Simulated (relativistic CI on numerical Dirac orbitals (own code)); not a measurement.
Method of calculation: Dirac-Coulomb-Breit CI, orbitals from a KLI potential per configuration, model QED (radiative potential, 1s self-energy scaled to tabulated hydrogen-like ionisation energies), unscaled Slater integrals (own radial code, finite nucleus).

The strongest absorption lines from the ground level of an ion, among the configurations computed and to levels below about 4190 eV (vacuum wavelength in Å, gf): 3.2807 (0.61), 3.3681 (0.78), 3.3699 (0.92), 3.3771 (3), 3.3775 (1.1), 3.3964 (0.6), 3.5339 (3.5), 3.5457 (1.2).

Problem. Which ion is it?
A. Ag XLII
B. Ru XXXVII
C. I XLVI
D. Ag XL

Solution. D. Ag XL has 8 electrons and the ground level 2s²2p⁴ ³P2; the strongest line goes to 2s²2p³3d ³D°3. The pattern of lines fixes the number of electrons, and along that sequence the line energies rise steadily with the charge (about as its square where n changes within one kind of shell, about linearly where n is kept but much faster in heavy ions where fine structure, which grows about as Z⁴, sets the gap, and irregularly where shells cross), which fixes Z. Configurations outside the model, such as inner-shell arrays, can give stronger lines. At this charge energies of transitions that change n are usually good to better than 1 %, and those within a shell (Δn = 0) to a few per cent.

LS names give the leading component of a level, which can be under half, so a name can repeat, a term be missing and a line seem to break the LS rules.
